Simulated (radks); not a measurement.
Species: Pd26+. Configuration: [Ar] 3d2.

All-electron calculation, Dirac Kohn-Sham, PBE, spin-unpolarised, spherical densities, finite nucleus; open shells are shared between the two j in proportion to 2j + 1; Fermi nuclear charge, rms radius 4.5318 fm. Program: a radial shooting solver on a logarithmic mesh with Libxc functionals.

Energy parts (eV):
| part | energy |
|---|---|
| total | -125490.249 |
| kinetic | 131610.496 |
| electron-nucleus | -280051.406 |
| Hartree | 25826.414 |
| exchange-correlation | -2875.753 |

Orbitals (lengths in bohr, moments of r in powers of bohr; r(max) is where P^2 peaks):
[
 {"orbital": "1s1/2", "occ.": "2", "eigenvalue (eV)": "-25304.15", "r(max)": "0.02065", "<r^2>": "0.001371", "<1/r>": "48.24", "<r^4>": "4.885e-06"},
 {"orbital": "2s1/2", "occ.": "2", "eigenvalue (eV)": "-4660.620", "r(max)": "0.1166", "<r^2>": "0.02215", "<1/r>": "11.16", "<r^4>": "0.0008394"},
 {"orbital": "2p1/2", "occ.": "2", "eigenvalue (eV)": "-4413.067", "r(max)": "0.09030", "<r^2>": "0.01657", "<1/r>": "11.12", "<r^4>": "0.0005464"},
 {"orbital": "2p3/2", "occ.": "4", "eigenvalue (eV)": "-4251.922", "r(max)": "0.09442", "<r^2>": "0.01785", "<1/r>": "10.49", "<r^4>": "0.0006233"},
 {"orbital": "3s1/2", "occ.": "2", "eigenvalue (eV)": "-1601.153", "r(max)": "0.3255", "<r^2>": "0.1389", "<1/r>": "4.254", "<r^4>": "0.02855"},
 {"orbital": "3p1/2", "occ.": "2", "eigenvalue (eV)": "-1508.813", "r(max)": "0.3097", "<r^2>": "0.1306", "<1/r>": "4.184", "<r^4>": "0.02627"},
 {"orbital": "3p3/2", "occ.": "4", "eigenvalue (eV)": "-1473.783", "r(max)": "0.3178", "<r^2>": "0.1368", "<1/r>": "4.028", "<r^4>": "0.02869"},
 {"orbital": "3d3/2", "occ.": "0.8", "eigenvalue (eV)": "-1326.671", "r(max)": "0.2547", "<r^2>": "0.1088", "<1/r>": "3.901", "<r^4>": "0.02018"},
 {"orbital": "3d5/2", "occ.": "1.2", "eigenvalue (eV)": "-1318.900", "r(max)": "0.2569", "<r^2>": "0.1104", "<1/r>": "3.860", "<r^4>": "0.02072"}
]

The highest occupied level is 3d5/2 at -1318.9 eV. The density falls to 0.001 e/bohr^3 at r = 1.01 bohr. The electron density at the nucleus is 1.33e+05 e/bohr^3.
